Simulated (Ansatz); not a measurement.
A short molecular-dynamics run on C$_{2}$H$_{4}$F$_{2}$O$_{2}$Si (`CC(=O)O[SiH](F)F`).

```yaml
crystal:
  periodic: [false, false, false]
  atoms:
    - {symbol: C, position_ang: [0.795435, -0.770262, 1.638726]}
    - {symbol: C, position_ang: [0.551371, -0.390927, 0.218275]}
    - {symbol: O, position_ang: [1.233626, -0.687448, -0.723647]}
    - {symbol: O, position_ang: [-0.565661, 0.359422, 0.064979]}
    - {symbol: Si, position_ang: [-0.951557, 0.880971, -1.461122]}
    - {symbol: F, position_ang: [-2.211889, 1.801322, -1.230470]}
    - {symbol: F, position_ang: [-1.413406, -0.334108, -2.349629]}
    - {symbol: H, position_ang: [1.702730, -1.363749, 1.712754]}
    - {symbol: H, position_ang: [0.879309, 0.131123, 2.249019]}
    - {symbol: H, position_ang: [-0.059214, -1.335689, 2.015650]}
    - {symbol: H, position_ang: [0.104559, 1.652345, -2.114035]}
basis:
  gaussian: {orbitals: def2-SVP}
hamiltonian: {xc: {name: BLYP}}
md: {timestep: 0.5 fs, n_steps: 20, ensemble: nvt_nose_hoover, temperature: 700, initial_velocities: maxwell_boltzmann, seed: 118}
```

```sh
$ ansatz run in.yaml --threads 2 --pin off --events-out ev --progress --plain --max-ram 32768MiB --backend cpu
```

```
step  time (fs)  potential energy (eV)  kinetic (eV)  T (K)  conserved (eV)
   0        0.0            -19535.6913        0.8143    700     -19534.8770
   1        0.5            -19535.6748        0.7981    686     -19534.8767
   2        1.0            -19535.6119        0.7361    633     -19534.8758
   3        1.5            -19535.5163        0.6418    552     -19534.8745
   4        2.0            -19535.4078        0.5346    460     -19534.8732
   5        2.5            -19535.3067        0.4346    374     -19534.8721
   6        3.0            -19535.2302        0.3588    308     -19534.8714
   7        3.5            -19535.1895        0.3185    274     -19534.8711
   8        4.0            -19535.1892        0.3181    273     -19534.8713
   9        4.5            -19535.2265        0.3548    305     -19534.8719
  10        5.0            -19535.2918        0.4193    360     -19534.8728
  11        5.5            -19535.3703        0.4966    427     -19534.8740
  12        6.0            -19535.4435        0.5688    489     -19534.8752
  13        6.5            -19535.4931        0.6176    531     -19534.8761
  14        7.0            -19535.5055        0.6298    541     -19534.8764
  15        7.5            -19535.4777        0.6028    518     -19534.8758
  16        8.0            -19535.4212        0.5481    471     -19534.8742
  17        8.5            -19535.3615        0.4904    422     -19534.8723
  18        9.0            -19535.3276        0.4580    394     -19534.8710
  19        9.5            -19535.3388        0.4691    403     -19534.8711
  20       10.0            -19535.3930        0.5221    449     -19534.8725
```

Velocities are drawn at the set temperature; a run this short doesn't reach equilibrium.

Frames (Å, forces in eV/Å):

```xyz
11
time=0.0 fs
C     0.795   -0.770    1.639    0.052   -0.042    0.095
C     0.551   -0.391    0.218   -0.156    0.000    0.791
O     1.234   -0.687   -0.724    1.035   -0.484   -1.303
O    -0.566    0.359    0.065   -0.529    0.161    1.010
Si   -0.952    0.881   -1.461    1.231    0.715   -0.357
F    -2.212    1.801   -1.230   -1.395    1.056    0.242
F    -1.413   -0.334   -2.350   -0.521   -1.403   -1.036
H     1.703   -1.364    1.713    0.471   -0.315    0.074
H     0.879    0.131    2.249    0.036    0.436    0.358
H    -0.059   -1.336    2.016   -0.425   -0.283    0.242
H     0.105    1.652   -2.114    0.200    0.159   -0.114
11
time=0.5 fs
C     0.795   -0.769    1.639   -0.145   -0.258    0.696
C     0.551   -0.390    0.212   -0.458    0.083    1.531
O     1.232   -0.684   -0.722    1.398   -0.639   -1.812
O    -0.566    0.358    0.066   -0.614    0.255    0.845
Si   -0.952    0.882   -1.464    1.268    0.513   -0.086
F    -2.208    1.797   -1.230   -1.598    1.205    0.273
F    -1.414   -0.333   -2.347   -0.541   -1.492   -1.115
H     1.700   -1.389    1.715    0.135   -0.022    0.037
H     0.891    0.142    2.269    0.002   -0.087   -0.045
H    -0.077   -1.344    2.036    0.166    0.168   -0.090
H     0.095    1.652   -2.107    0.387    0.275   -0.236
11
time=1.0 fs
C     0.794   -0.768    1.639   -0.256   -0.470    1.234
C     0.552   -0.389    0.207   -0.748    0.164    2.231
O     1.231   -0.681   -0.721    1.744   -0.786   -2.294
O    -0.566    0.356    0.067   -0.693    0.344    0.684
Si   -0.952    0.883   -1.467    1.305    0.312    0.170
F    -2.205    1.794   -1.229   -1.794    1.348    0.305
F    -1.415   -0.332   -2.345   -0.557   -1.571   -1.187
H     1.698   -1.414    1.716   -0.184    0.276    0.002
H     0.902    0.152    2.288   -0.039   -0.546   -0.412
H    -0.095   -1.351    2.056    0.659    0.545   -0.385
H     0.085    1.653   -2.101    0.563    0.386   -0.350
11
time=1.5 fs
C     0.794   -0.767    1.639   -0.299   -0.670    1.677
C     0.551   -0.388    0.201   -1.009    0.235    2.867
O     1.230   -0.678   -0.721    2.057   -0.916   -2.725
O    -0.566    0.354    0.068   -0.765    0.427    0.529
Si   -0.952    0.885   -1.469    1.350    0.120    0.401
F    -2.201    1.790   -1.228   -1.981    1.485    0.336
F    -1.416   -0.332   -2.342   -0.569   -1.640   -1.249
H     1.695   -1.439    1.718   -0.462    0.555   -0.030
H     0.913    0.161    2.307   -0.081   -0.919   -0.724
H    -0.111   -1.358    2.075    1.041    0.840   -0.631
H     0.078    1.654   -2.095    0.718    0.482   -0.450
11
time=2.0 fs
C     0.793   -0.766    1.640   -0.299   -0.849    2.013
C     0.551   -0.388    0.197   -1.222    0.288    3.414
O     1.229   -0.675   -0.720    2.317   -1.023   -3.083
O    -0.566    0.352    0.069   -0.830    0.505    0.383
Si   -0.952    0.886   -1.472    1.414   -0.052    0.598
F    -2.198    1.787   -1.227   -2.157    1.613    0.366
F    -1.417   -0.331   -2.340   -0.577   -1.696   -1.303
H     1.692   -1.462    1.720   -0.680    0.801   -0.058
H     0.924    0.168    2.324   -0.120   -1.200   -0.975
H    -0.124   -1.362    2.092    1.316    1.056   -0.827
H     0.072    1.656   -2.091    0.838    0.556   -0.529
11
time=2.5 fs
C     0.792   -0.766    1.641   -0.276   -1.004    2.242
C     0.551   -0.387    0.193   -1.370    0.317    3.852
O     1.228   -0.673   -0.721    2.508   -1.098   -3.345
O    -0.566    0.351    0.071   -0.888    0.577    0.246
Si   -0.952    0.887   -1.475    1.503   -0.195    0.755
F    -2.195    1.784   -1.226   -2.318    1.731    0.394
F    -1.418   -0.331   -2.338   -0.580   -1.739   -1.348
H     1.686   -1.484    1.722   -0.834    1.003   -0.081
H     0.935    0.172    2.338   -0.152   -1.390   -1.162
H    -0.135   -1.364    2.108    1.493    1.202   -0.973
H     0.068    1.660   -2.087    0.914    0.598   -0.580
11
time=3.0 fs
C     0.791   -0.765    1.643   -0.247   -1.131    2.366
C     0.550   -0.386    0.190   -1.440    0.315    4.163
O     1.228   -0.670   -0.721    2.617   -1.137   -3.496
O    -0.567    0.349    0.072   -0.939    0.642    0.122
Si   -0.951    0.888   -1.477    1.624   -0.304    0.868
F    -2.193    1.781   -1.225   -2.462    1.836    0.420
F    -1.419   -0.331   -2.337   -0.579   -1.768   -1.382
H     1.679   -1.503    1.723   -0.922    1.153   -0.099
H     0.945    0.173    2.350   -0.175   -1.497   -1.288
H    -0.142   -1.363    2.121    1.585    1.286   -1.075
H     0.066    1.665   -2.085    0.939    0.603   -0.600
11
time=3.5 fs
C     0.790   -0.765    1.645   -0.218   -1.226    2.389
C     0.549   -0.384    0.187   -1.424    0.279    4.339
O     1.228   -0.668   -0.722    2.634   -1.137   -3.525
O    -0.567    0.347    0.073   -0.982    0.701    0.010
Si   -0.951    0.890   -1.480    1.774   -0.374    0.935
F    -2.190    1.778   -1.224   -2.587    1.928    0.443
F    -1.421   -0.331   -2.335   -0.573   -1.784   -1.406
H     1.670   -1.519    1.725   -0.944    1.250   -0.111
H     0.955    0.170    2.358   -0.187   -1.523   -1.353
H    -0.145   -1.359    2.132    1.597    1.315   -1.132
H     0.066    1.672   -2.085    0.910    0.571   -0.588
11
time=4.0 fs
C     0.789   -0.765    1.648   -0.192   -1.288    2.311
C     0.547   -0.383    0.186   -1.319    0.210    4.376
O     1.229   -0.666   -0.724    2.559   -1.098   -3.429
O    -0.568    0.346    0.074   -1.018    0.753   -0.088
Si   -0.950    0.891   -1.482    1.948   -0.407    0.959
F    -2.189    1.776   -1.223   -2.690    2.005    0.462
F    -1.422   -0.332   -2.334   -0.563   -1.785   -1.420
H     1.658   -1.532    1.726   -0.904    1.289   -0.118
H     0.964    0.163    2.364   -0.187   -1.473   -1.358
H    -0.144   -1.351    2.140    1.535    1.293   -1.147
H     0.069    1.680   -2.086    0.832    0.501   -0.546
11
time=4.5 fs
C     0.788   -0.765    1.651   -0.168   -1.314    2.128
C     0.545   -0.382    0.185   -1.130    0.110    4.281
O     1.230   -0.664   -0.726    2.393   -1.022   -3.215
O    -0.569    0.345    0.076   -1.046    0.797   -0.173
Si   -0.950    0.892   -1.484    2.139   -0.406    0.945
F    -2.187    1.774   -1.222   -2.769    2.066    0.476
F    -1.423   -0.332   -2.332   -0.548   -1.772   -1.424
H     1.644   -1.542    1.726   -0.804    1.267   -0.121
H     0.973    0.153    2.366   -0.170   -1.346   -1.303
H    -0.140   -1.341    2.145    1.393    1.219   -1.117
H     0.073    1.689   -2.088    0.711    0.401   -0.479
11
time=5.0 fs
C     0.787   -0.766    1.654   -0.140   -1.301    1.834
C     0.544   -0.381    0.186   -0.868   -0.016    4.067
O     1.232   -0.662   -0.729    2.147   -0.913   -2.894
O    -0.570    0.344    0.077   -1.065    0.834   -0.244
Si   -0.949    0.893   -1.486    2.332   -0.379    0.902
F    -2.186    1.772   -1.221   -2.823    2.108    0.485
F    -1.425   -0.333   -2.331   -0.530   -1.745   -1.417
H     1.628   -1.550    1.727   -0.645    1.183   -0.120
H     0.982    0.140    2.365   -0.134   -1.139   -1.183
H    -0.132   -1.328    2.147    1.166    1.091   -1.037
H     0.080    1.700   -2.092    0.558    0.277   -0.394
11
time=5.5 fs
C     0.786   -0.767    1.658   -0.098   -1.247    1.420
C     0.542   -0.380    0.187   -0.547   -0.160    3.751
O     1.233   -0.660   -0.732    1.836   -0.779   -2.485
O    -0.571    0.343    0.078   -1.074    0.862   -0.301
Si   -0.947    0.894   -1.489    2.514   -0.333    0.836
F    -2.185    1.770   -1.220   -2.850    2.133    0.489
F    -1.426   -0.334   -2.330   -0.507   -1.704   -1.401
H     1.610   -1.554    1.727   -0.430    1.033   -0.114
H     0.990    0.124    2.361   -0.074   -0.849   -0.997
H    -0.121   -1.312    2.147    0.843    0.905   -0.901
H     0.087    1.711   -2.096    0.386    0.139   -0.297
11
time=6.0 fs
C     0.785   -0.768    1.662   -0.029   -1.151    0.881
C     0.539   -0.379    0.188   -0.188   -0.313    3.355
O     1.236   -0.659   -0.736    1.476   -0.626   -2.011
O    -0.573    0.342    0.080   -1.071    0.881   -0.345
Si   -0.946    0.895   -1.491    2.673   -0.276    0.756
F    -2.185    1.769   -1.219   -2.849    2.139    0.487
F    -1.428   -0.336   -2.330   -0.480   -1.650   -1.375
H     1.592   -1.556    1.727   -0.163    0.817   -0.106
H     0.998    0.106    2.355    0.012   -0.474   -0.742
H    -0.109   -1.294    2.145    0.412    0.658   -0.704
H     0.096    1.722   -2.101    0.207   -0.004   -0.195
11
time=6.5 fs
C     0.784   -0.769    1.667    0.075   -1.011    0.219
C     0.537   -0.377    0.191    0.190   -0.466    2.900
O     1.238   -0.657   -0.740    1.086   -0.464   -1.493
O    -0.574    0.341    0.081   -1.055    0.889   -0.376
Si   -0.944    0.896   -1.493    2.798   -0.216    0.669
F    -2.184    1.768   -1.217   -2.821    2.126    0.479
F    -1.429   -0.337   -2.329   -0.448   -1.583   -1.340
H     1.573   -1.556    1.726    0.145    0.538   -0.096
H     1.006    0.086    2.347    0.128   -0.023   -0.424
H    -0.095   -1.274    2.141   -0.128    0.353   -0.442
H     0.105    1.733   -2.107    0.030   -0.145   -0.096
11
time=7.0 fs
C     0.783   -0.771    1.671    0.220   -0.832   -0.539
C     0.535   -0.376    0.194    0.568   -0.611    2.408
O     1.240   -0.656   -0.744    0.683   -0.299   -0.955
O    -0.576    0.340    0.082   -1.025    0.887   -0.396
Si   -0.943    0.897   -1.495    2.881   -0.159    0.583
F    -2.185    1.767   -1.216   -2.766    2.095    0.465
F    -1.431   -0.339   -2.329   -0.413   -1.503   -1.297
H     1.555   -1.554    1.726    0.481    0.209   -0.085
H     1.015    0.067    2.338    0.270    0.485   -0.059
H    -0.082   -1.253    2.136   -0.764    0.004   -0.123
H     0.114    1.744   -2.113   -0.135   -0.276   -0.002
11
time=7.5 fs
C     0.782   -0.772    1.675    0.394   -0.627   -1.336
C     0.533   -0.375    0.198    0.929   -0.739    1.897
O     1.243   -0.655   -0.748    0.283   -0.137   -0.415
O    -0.578    0.340    0.083   -0.979    0.873   -0.405
Si   -0.940    0.898   -1.497    2.915   -0.109    0.501
F    -2.185    1.766   -1.214   -2.685    2.046    0.444
F    -1.433   -0.341   -2.329   -0.373   -1.413   -1.247
H     1.537   -1.552    1.725    0.819   -0.150   -0.074
H     1.024    0.049    2.329    0.431    1.009    0.322
H    -0.070   -1.233    2.131   -1.451   -0.360    0.231
H     0.123    1.754   -2.118   -0.282   -0.393    0.082
11
time=8.0 fs
C     0.781   -0.774    1.679    0.565   -0.415   -2.083
C     0.531   -0.375    0.202    1.259   -0.845    1.381
O     1.245   -0.653   -0.753   -0.101    0.016    0.110
O    -0.580    0.340    0.084   -0.917    0.847   -0.404
Si   -0.938    0.899   -1.498    2.898   -0.069    0.428
F    -2.186    1.766   -1.213   -2.579    1.980    0.416
F    -1.435   -0.343   -2.329   -0.330   -1.312   -1.189
H     1.522   -1.551    1.724    1.126   -0.506   -0.064
H     1.034    0.033    2.320    0.591    1.489    0.674
H    -0.062   -1.213    2.127   -2.105   -0.691    0.576
H     0.131    1.763   -2.124   -0.407   -0.493    0.154
11
time=8.5 fs
C     0.780   -0.776    1.683    0.683   -0.223   -2.662
C     0.529   -0.374    0.206    1.547   -0.925    0.874
O     1.248   -0.652   -0.757   -0.460    0.155    0.608
O    -0.582    0.339    0.085   -0.838    0.810   -0.396
Si   -0.936    0.900   -1.500    2.829   -0.042    0.366
F    -2.187    1.766   -1.211   -2.449    1.899    0.383
F    -1.437   -0.345   -2.329   -0.283   -1.202   -1.126
H     1.509   -1.551    1.723    1.365   -0.819   -0.055
H     1.045    0.021    2.314    0.724    1.851    0.941
H    -0.059   -1.195    2.123   -2.612   -0.931    0.854
H     0.138    1.771   -2.129   -0.508   -0.574    0.213
11
time=9.0 fs
C     0.780   -0.778    1.686    0.698   -0.075   -2.969
C     0.528   -0.374    0.210    1.787   -0.977    0.383
O     1.250   -0.651   -0.761   -0.786    0.280    1.067
O    -0.585    0.339    0.086   -0.742    0.762   -0.381
Si   -0.933    0.901   -1.502    2.710   -0.029    0.319
F    -2.189    1.766   -1.210   -2.299    1.804    0.344
F    -1.438   -0.348   -2.329   -0.233   -1.084   -1.057
H     1.500   -1.552    1.721    1.501   -1.045   -0.046
H     1.059    0.014    2.309    0.801    2.031    1.075
H    -0.063   -1.179    2.122   -2.855   -1.032    1.008
H     0.144    1.778   -2.134   -0.583   -0.634    0.257
11
time=9.5 fs
C     0.779   -0.780    1.688    0.587    0.014   -2.947
C     0.527   -0.374    0.215    1.974   -1.001   -0.083
O     1.253   -0.649   -0.765   -1.074    0.389    1.484
O    -0.587    0.339    0.086   -0.630    0.705   -0.361
Si   -0.930    0.902   -1.504    2.543   -0.032    0.286
F    -2.191    1.767   -1.208   -2.130    1.698    0.299
F    -1.440   -0.350   -2.329   -0.179   -0.959   -0.984
H     1.494   -1.556    1.720    1.509   -1.151   -0.037
H     1.074    0.011    2.307    0.798    1.991    1.049
H    -0.073   -1.166    2.123   -2.764   -0.978    1.007
H     0.149    1.783   -2.138   -0.632   -0.674    0.287
11
time=10.0 fs
C     0.779   -0.782    1.690    0.375    0.045   -2.617
C     0.526   -0.374    0.219    2.106   -0.998   -0.519
O     1.255   -0.648   -0.769   -1.324    0.480    1.855
O    -0.589    0.340    0.087   -0.504    0.639   -0.338
Si   -0.926    0.903   -1.506    2.330   -0.050    0.270
F    -2.193    1.767   -1.206   -1.946    1.582    0.250
F    -1.442   -0.353   -2.330   -0.123   -0.829   -0.909
H     1.491   -1.563    1.719    1.384   -1.122   -0.026
H     1.091    0.013    2.308    0.707    1.743    0.874
H    -0.090   -1.155    2.127   -2.350   -0.794    0.857
H     0.152    1.787   -2.141   -0.655   -0.693    0.302
```

Run time 37 s (2 threads of an AMD EPYC 7R13 on a shared host); peak host memory 0.6 GiB.
